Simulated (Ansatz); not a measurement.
Mulliken charges of CH4ClFGeO (`[OH][GeH]([F])[CH2]Cl`) from B3LYP/def2-TZVPP in Ansatz (PBE0-D4/def2-TZVP geometry).

| atom | x (Å) | y (Å) | z (Å) | charge (e) |
| --- | --- | --- | --- | --- |
| O1 | 1.060 | 1.664 | 0.256 | -0.402 |
| Ge2 | 0.843 | -0.053 | -0.050 | 0.701 |
| F3 | 1.425 | -0.913 | 1.349 | -0.390 |
| C4 | -1.036 | -0.574 | -0.168 | -0.228 |
| Cl5 | -1.755 | 0.102 | -1.647 | -0.142 |
| H6 | 0.561 | 1.993 | 1.008 | 0.178 |
| H7 | 1.718 | -0.404 | -1.249 | 0.003 |
| H8 | -1.129 | -1.659 | -0.205 | 0.146 |
| H9 | -1.598 | -0.203 | 0.689 | 0.134 |

**Question.** By hand: the dipole of these point charges (1 e Å = 4.8032 D).

**Answer.** Σ q r = (-0.179, -0.149, -0.154) e Å, of length 0.279 e Å = 1.34 D.

**Question.** How does the dipole of the full density compare? (Estimate.)

**Answer.** Computed: (-0.276, -0.075, 0.095) e Å, 1.45 D; the point charges give 0.92 times that, at 57° from its direction.

Point charges leave out the atoms' own dipoles, such as those of lone pairs, and Mulliken's split depends on the basis, so the two needn't agree.

B3LYP here is the variant with VWN-RPA as its local correlation; programs differ in this.
